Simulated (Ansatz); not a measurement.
Start from `[OH][AlH][I]` and change one atom or group to get `[OH][AlH][AlH2]`.

Ansatz, PBE0-D4/def2-TZVP geometries, multiplicity 1. Each molecule was computed in one conformer, which needn't be the lowest.

Elements past krypton have def2 core potentials.

| property | `[OH][AlH][I]` |
| --- | --- |
| HOMO–LUMO gap (ωB97M-V/def2-TZVPP) / eV | 10.54 |
| LUMO energy (PBE/def2-TZVPP) / eV | -1.82 |
| ideal-gas entropy at 298 K and 1 bar (rigid rotor, harmonic PBE0-D4/def2-TZVP) / J/(mol·K) | 309 |
| size of the dipole moment (ωB97M-V/def2-TZVPP) / D | 0.72 |
| LUMO energy (ωB97M-V/def2-TZVPP) / eV | 0.57 |
| zero-point energy (PBE0-D4/def2-TZVP) / kJ/mol | 56.6 |

Task: What does the change do to each property? (An estimate is asked.)

Result: The calculation gave: 
| property | `[OH][AlH][AlH2]` | shift |
| --- | --- | --- |
| HOMO–LUMO gap (ωB97M-V/def2-TZVPP) / eV | 8.41 | -2.13 |
| LUMO energy (PBE/def2-TZVPP) / eV | -2.85 | -1.03 |
| ideal-gas entropy at 298 K and 1 bar (rigid rotor, harmonic PBE0-D4/def2-TZVP) / J/(mol·K) | 323 | 14 |
| size of the dipole moment (ωB97M-V/def2-TZVPP) / D | 1.23 | 0.51 |
| LUMO energy (ωB97M-V/def2-TZVPP) / eV | -0.44 | -1.01 |
| zero-point energy (PBE0-D4/def2-TZVP) / kJ/mol | 88.1 | 31.5 |

With PBE0 the HOMO rises by 0.92 eV and the LUMO falls by 1.00 eV, so the gap narrows by about 1.92 eV. PBE moves the HOMO by 0.81 eV and ωB97M-V by 1.12 eV. The zero-point energy changes by 31.5 kJ/mol with +6 modes. Dipoles are sizes alone; their direction can turn.

Spin–orbit coupling is left out; it splits and shifts lone-pair levels of the heavy atoms by tenths of an eV.
